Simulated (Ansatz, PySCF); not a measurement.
Energy difference R1 + R2 → P1 + P2, each structure at its B3LYP-D3(BJ)/def2-TZVP stationary point, reached from a drawn start (curvature not checked).
R1: SiCl4 (SMILES Cl[Si](Cl)(Cl)Cl), charge 0, multiplicity 1.
P1, Cl3FSi (SMILES F[Si](Cl)(Cl)Cl) (charge 0, multiplicity 1, Z-matrix in Å and degrees):
```
Si
F 1 1.5807
Cl 1 2.0251 2 108.30
Cl 1 2.0251 2 108.30 3 -120.00
Cl 1 2.0251 2 108.30 4 -120.00
```
P2: HCl (SMILES Cl), charge 0, multiplicity 1.
R2, HF (SMILES F) (charge 0, multiplicity 1):
```xyz
2

F      0.000     0.000     0.462
H      0.000     0.000    -0.462
```

P less R. No zero-point or thermal terms.

Frozen-core correlation throughout.

The values were computed with Ansatz (a quantum-chemistry and plane-wave program); PySCF for the D3/D4 terms. Each number belongs to the level named beside it.

Problem. What is the computed reaction energy (BHLYP-D3(BJ)/def2-TZVPP)?

Solution. -0.55 eV

Problem. What reaction energy does wB97M-V/def2-TZVPP give?

Solution. -0.53 eV

Problem. Predict the reaction energy from SCS-MP2/cc-pV(T+d)Z.

Solution. -0.57 eV
